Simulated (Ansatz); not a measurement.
`C[BH][GaH2]` + `OCO` → `CBOCO` + `[GaH3]`  (cleavage of the B–Ga bond)

Gas-phase electronic energies from Ansatz, PBE0-D4/def2-TZVP geometries. CCSD(T)/CBS is the MP2 limit (def2-TZVPP, def2-QZVPP) plus CCSD(T) − MP2 in def2-TZVPP, frozen cores. This one scheme is used for every species. Functionals use def2-TZVPP. B3LYP here is the variant with VWN-RPA as its local correlation; programs differ in this. For Ga outer-core shells are correlated without core-valence functions, which leaves a few kJ/mol of doubt a bond. Scalar relativity is left out up to krypton. Each species was taken in one conformer, which may not be the lowest.

**Question.** Is it downhill or uphill in electronic energy at CCSD(T)/CBS, and by how much? (Best estimate.)

**Answer.** The calculation gave: Downhill: ΔE = -153.8 kJ/mol.

**Question.** What do these levels give: r2SCAN-D4, PBE0-D4, B3LYP-D4, ωB97M-V, B2PLYP, HF/def2-TZVPP, CCSD/def2-TZVPP, CCSD(T)/def2-TZVPP, HF/def2-QZVPP, MP2/def2-QZVPP, SCS-MP2/def2-QZVPP, CCSD/CBS(def2)? (An estimate is asked.)

**Answer.** Ansatz gave: r2SCAN-D4 -157.6, PBE0-D4 -152.0, B3LYP-D4 -160.4, ωB97M-V -163.0, B2PLYP -163.2, HF/def2-TZVPP -172.4, CCSD/def2-TZVPP -159.3, CCSD(T)/def2-TZVPP -159.6, HF/def2-QZVPP -174.0, MP2/def2-QZVPP -160.4, SCS-MP2/def2-QZVPP -162.0, CCSD/CBS(def2) -153.6 kJ/mol.

Largest T1 diagnostic among the species: 0.013.

In def2-TZVPP, CCSD(T) changes the Hartree–Fock value by +12.9 kJ/mol (the triples alone add −0.2 kJ/mol) and MP2 by +9.3 kJ/mol. From PBE to PBE0 (25 % exact exchange), in def2-TZVPP and without D4, ΔE moves by −4.0 kJ/mol.
